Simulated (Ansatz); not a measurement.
Harmonic frequencies (cm⁻¹) at PBE0-D4/def2-TZVP from Ansatz: 15, 93, 99, 109, 355, 368, 527, 730, 757, 1197, 1446, 1447, 3076, 3174, 3189.

(1) Which molecule is it?
A. `[CH3][In]([F])[Cl]`
B. `Cl[CH](Cl)[InH2]`
C. `C[O][InH][Cl]`
D. `[CH3][In]([Cl])[Cl]`

Answers

(1) D.
